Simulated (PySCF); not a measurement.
H3NSeZn. Atoms are numbered in the order given.

```xyz
6

Zn    -0.0189     0.8539     0.0000
N      0.1197     2.6788     0.0000
H     -0.2457     3.1624    -0.8202
H     -0.2457     3.1624     0.8202
Se     0.0484    -1.4462     0.0000
H     -1.4275    -1.5221     0.0000
```
Charge 0, spin multiplicity 1.

Geometry optimised at B3LYP-D3(BJ)/def2-SVP. The structure was generated by enumeration; whether it is a known compound was not checked. The values are those of a single conformer.

All values below come from PBE/def2-TZVPD run with PySCF.

Symmetry labels are those of the subgroup Cs that the program uses (full group Cs).

Computed valence orbital energies around the gap with their symmetry:
```json
[
 {"orbital": "HOMO−7", "symmetry": "A'", "energy (eV)": "-11.92"},
 {"orbital": "HOMO−6", "symmetry": "A\"", "energy (eV)": "-11.92"},
 {"orbital": "HOMO−5", "symmetry": "A\"", "energy (eV)": "-10.94"},
 {"orbital": "HOMO−4", "symmetry": "A'", "energy (eV)": "-9.41"},
 {"orbital": "HOMO−3", "symmetry": "A'", "energy (eV)": "-8.90"},
 {"orbital": "HOMO−2", "symmetry": "A'", "energy (eV)": "-7.48"},
 {"orbital": "HOMO−1", "symmetry": "A\"", "energy (eV)": "-5.88"},
 {"orbital": "HOMO", "symmetry": "A'", "energy (eV)": "-5.87"},
 {"orbital": "LUMO", "symmetry": "A'", "energy (eV)": "-1.71"},
 {"orbital": "LUMO+1", "symmetry": "A'", "energy (eV)": "-1.02"},
 {"orbital": "LUMO+2", "symmetry": "A\"", "energy (eV)": "-0.82"},
 {"orbital": "LUMO+3", "symmetry": "A'", "energy (eV)": "-0.47"}
]
```
